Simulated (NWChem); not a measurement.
System: B₂HO₂ cation; SMILES O=BB=[OH+]

```xyz
5

O      0.0017    -2.1615     0.0000
B     -0.0039    -0.9534     0.0000
B     -0.0032     0.6967     0.0000
O      0.0013     1.9281     0.0000
H      0.0074     2.9086     0.0000
```
Atoms are numbered in this order, from 1.

All runs: NWChem. Pople sets run with spherical d functions. Coordinates come from a PBE-D3(BJ)/def2-SVP optimisation. Vzz is the largest principal value of the second derivative of the potential at the nucleus (NWChem prints the opposite sign); η is the asymmetry. Non-relativistic.

```json
[
 {"level": "PBE/def2-TZVP", "Vzz O1 (a.u.)": "-0.873", "η O1": "0.00", "Vzz B2 (a.u.)": "-0.297", "η B2": "0.00", "Vzz B3 (a.u.)": "-0.429", "η B3": "0.00", "Vzz O4 (a.u.)": "1.087", "η O4": "0.00"},
 {"level": "PBE/6-31G*", "Vzz O1 (a.u.)": "-0.672", "η O1": "0.00", "Vzz B2 (a.u.)": "-0.235", "η B2": "0.00", "Vzz B3 (a.u.)": "-0.368", "η B3": "0.00", "Vzz O4 (a.u.)": "1.166", "η O4": "0.00"},
 {"level": "PBE0/6-31G*", "Vzz O1 (a.u.)": "[?]", "η O1": "0.00", "Vzz B2 (a.u.)": "[?]", "η B2": "0.00", "Vzz B3 (a.u.)": "[?]", "η B3": "0.00", "Vzz O4 (a.u.)": "[?]", "η O4": "0.00"},
 {"level": "PBE0/cc-pVTZ", "Vzz O1 (a.u.)": "-0.842", "η O1": "0.00", "Vzz B2 (a.u.)": "-0.308", "η B2": "0.00", "Vzz B3 (a.u.)": "-0.453", "η B3": "0.00", "Vzz O4 (a.u.)": "1.102", "η O4": "0.00"}
]
```

Question: Fill in the missing entries.

Answer: 
- PBE0/6-31G*, Vzz O1 (a.u.): -0.661
- PBE0/6-31G*, Vzz B2 (a.u.): -0.254
- PBE0/6-31G*, Vzz B3 (a.u.): -0.400
- PBE0/6-31G*, Vzz O4 (a.u.): 1.182
